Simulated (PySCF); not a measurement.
## Cobalt: a sound run and one with changed settings

Sound run: Co [Ar] 3d7 4s2, Co+ [Ar] 3d8. Calculation: PySCF 2.14, in def2-SVP (5s3p2d1f, 31 functions); the non-relativistic Hamiltonian (point nucleus). In the sound run the correlated levels freeze [Ar]. The sound run starts from symmetry-adapted Hartree-Fock orbitals and uses a fine grid where one is needed.

Changed run: all electrons correlated in a basis built for the valence shell.

```json
{"species": "Co", "method": "MP2", "sound run (hartree)": "-1381.35235", "changed run (hartree)": "-1381.47655", "converged": "yes"}
{"species": "Co+", "method": "MP2", "sound run (hartree)": "-1381.08717", "changed run (hartree)": "-1381.20735", "converged": "yes"}
```

Ionisation energy of Co:

```json
{"method": "UHF", "sound run (eV)": "8.178", "changed run (eV)": "8.178"}
{"method": "MP2", "sound run (eV)": "7.216", "changed run (eV)": "7.325"}
{"method": "SCS-MP2", "sound run (eV)": "7.370", "changed run (eV)": "7.526"}
```

A valence basis has no tight correlating functions, so it recovers only part of the core correlation, and not evenly between atom and ion.

For comparison, NIST gives 7.881 eV between the lowest levels.
